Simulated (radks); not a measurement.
The nuclear charge of neutral barium is varied continuously with 56 electrons held in [Xe] 6s2. Calculated with a radial shooting solver on a logarithmic mesh with Libxc functionals: Dirac Kohn-Sham, PBE, spin-unpolarised, spherical densities, point nucleus. By the Hellmann-Feynman theorem dE/dZ = E(electron-nucleus)/Z, the electronic potential at the nucleus.

Z      E (hartree)  E(electron-nucleus)/Z (hartree)   HOMO  e(HOMO) (eV)  <r> HOMO (bohr)
55.75   -8051.2334                         -351.259  6s1/2        -2.005            5.141
56      -8139.3267                         -353.487  6s1/2        -3.229            4.792
56.25   -8227.9770                         -355.716  6s1/2        -4.577            4.514
56.5    -8317.1846                         -357.945  6s1/2        -6.036            4.285
56.75   -8406.9497                         -360.176  6s1/2        -7.597            4.090
57      -8497.2727                         -362.409  6s1/2        -9.252            3.922

The central difference of E at Z = 56 is -353.487 hartree, to compare with the third column; the second derivative is -8.91 hartree.
